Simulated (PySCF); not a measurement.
Species: `FC(F)(F)/P=P\CP`. The columns A, B, C and D hold Mulliken, IAO, Hirshfeld and ESP-fitted charges (e) of one PBE0/pcSseg-1 density (PySCF), in a shuffled order. Coordinates in Å (GFN2-xTB); the density's dipole moment is (-1.34, 0.87, 0.82) D.

```tsv
atom	x	y	z	A	B	C	D
F1	1.662	1.527	0.168	-0.263	-0.091	-0.228	-0.279
C2	1.970	0.230	-0.021	+0.555	+0.206	+0.789	+0.626
F3	1.373	-0.452	0.974	-0.266	-0.083	-0.251	-0.282
F4	3.285	0.118	0.182	-0.251	-0.095	-0.248	-0.267
P5	1.526	-0.395	-1.769	+0.142	+0.011	-0.149	+0.086
P6	-0.494	-0.237	-1.948	+0.170	+0.087	-0.029	+0.212
C7	-1.252	0.378	-0.362	-0.705	-0.163	-0.085	-0.615
P8	-2.063	-1.116	0.443	+0.100	+0.076	-0.286	+0.195
H9	-2.065	1.051	-0.653	+0.199	+0.050	+0.169	+0.176
H10	-0.590	0.903	0.323	+0.207	+0.025	+0.042	+0.165
H11	-0.901	-1.589	1.048	+0.061	-0.018	+0.165	-0.006
H12	-2.447	-0.419	1.589	+0.052	-0.006	+0.111	-0.009
```

Q: Which column most likely holds the ESP-fitted charges?

A: C. Σ q r misses the density's dipole by 0.19 D (C), 2.59 D (B), 4.50 D (A), 5.20 D (D). Charges fitted to the outside potential are the only set here that is tied to the molecule's multipoles.

Q: And the Hirshfeld charges?

A: B. The mean sizes are 0.076 e (B), 0.213 e (C), 0.243 e (D), 0.248 e (A), and Hirshfeld charges are commonly the smallest of these schemes.

As computed, A = Mulliken, B = Hirshfeld, C = ESP-fitted, D = IAO. Hydrogens on carbon: Mulliken +0.20 to +0.21, Hirshfeld +0.03 to +0.05, ESP-fitted +0.04 to +0.17, IAO +0.17 to +0.18 e.

The ESP scheme fits charges at the nuclei, held to the total charge, to the electrostatic potential on points at 1.4 to 2.0 times the van der Waals radii. The Mulliken scheme gives each basis function's population to the atom it is centred on and halves the overlap population of two atoms between them.

Geometry: GFN2-xTB, one conformer, isolated molecule.

The values belong to the conformer `[F:1][C:2]([F:3])([F:4])/[P:5]=[P:6]\[CH2:7][PH2:8]`: F1–C2–P5–P6 -63°, P5–P6–C7–P8 -105°, H–P8–C7–P6 83°, H–P8–C7–P6 176°.
